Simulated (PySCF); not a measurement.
**3-tert-butylfuran (CC(C)(C)c1ccoc1, C$_{8}$H$_{12}$O)**

Molfile (atoms numbered from 1):
```
C8H12O
     RDKit          3D

 21 21  0  0  0  0  0  0  0  0999 V2000
   -1.5888   -0.8524   -0.8412 C   0  0  0  0  0  0  0  0  0  0  0  0
   -0.7995    0.1227    0.0424 C   0  0  0  0  0  0  0  0  0  0  0  0
   -0.9348    1.5449   -0.5178 C   0  0  0  0  0  0  0  0  0  0  0  0
   -1.3630    0.0847    1.4635 C   0  0  0  0  0  0  0  0  0  0  0  0
    0.6576   -0.2749    0.0416 C   0  0  0  0  0  0  0  0  0  0  0  0
    1.5275   -0.3583   -1.1012 C   0  0  0  0  0  0  0  0  0  0  0  0
    2.7422   -0.7539   -0.6309 C   0  0  0  0  0  0  0  0  0  0  0  0
    2.6971   -0.9217    0.7042 O   0  0  0  0  0  0  0  0  0  0  0  0
    1.4395   -0.6319    1.1039 C   0  0  0  0  0  0  0  0  0  0  0  0
   -2.6559   -0.5789   -0.8625 H   0  0  0  0  0  0  0  0  0  0  0  0
   -1.5041   -1.8823   -0.4625 H   0  0  0  0  0  0  0  0  0  0  0  0
   -1.2183   -0.8440   -1.8776 H   0  0  0  0  0  0  0  0  0  0  0  0
   -0.5497    1.6086   -1.5470 H   0  0  0  0  0  0  0  0  0  0  0  0
   -0.3722    2.2643    0.0964 H   0  0  0  0  0  0  0  0  0  0  0  0
   -1.9916    1.8562   -0.5334 H   0  0  0  0  0  0  0  0  0  0  0  0
   -2.4250    0.3746    1.4630 H   0  0  0  0  0  0  0  0  0  0  0  0
   -1.2912   -0.9256    1.8953 H   0  0  0  0  0  0  0  0  0  0  0  0
   -0.8255    0.7810    2.1257 H   0  0  0  0  0  0  0  0  0  0  0  0
    1.2772   -0.1500   -2.1393 H   0  0  0  0  0  0  0  0  0  0  0  0
    3.6981   -0.9507   -1.1095 H   0  0  0  0  0  0  0  0  0  0  0  0
    1.2471   -0.7230    2.1689 H   0  0  0  0  0  0  0  0  0  0  0  0
  1  2  1  0
  2  3  1  0
  2  4  1  0
  2  5  1  0
  5  6  1  0
  6  7  2  0
  7  8  1  0
  8  9  1  0
  9  5  2  0
  1 10  1  0
  1 11  1  0
  1 12  1  0
  3 13  1  0
  3 14  1  0
  3 15  1  0
  4 16  1  0
  4 17  1  0
  4 18  1  0
  6 19  1  0
  7 20  1  0
  9 21  1  0
M  END
```

The calculation used quadratic response CAM-B3LYP/aug-cc-pVDZ first hyperpolarisability, Taylor convention, gas phase (PySCF). Geometry: PBE0-D3(BJ)/def2-SVP.

(1) Give the tensor of the second harmonic β(−2ω;ω,ω) at 1064 nm in the axes of these coordinates.

## Answers

(1) In au, Taylor convention; rows are the first index (the induced dipole):
|  | xx | yy | zz | xy | xz | yz |
| --- | --- | --- | --- | --- | --- | --- |
| x | +46.9 | +10.0 | +16.1 | -18.7 | +55.9 | -14.3 |
| y | -19.1 | -8.7 | +0.1 | +9.2 | -13.9 | +13.4 |
| z | +57.4 | +12.7 | -13.2 | -14.6 | +12.9 | +0.8 |

Norm of βᵢ = ⅓ Σⱼ (βᵢⱼⱼ + βⱼᵢⱼ + βⱼⱼᵢ): 94.1 au, hyper-Rayleigh value 46.7 au.
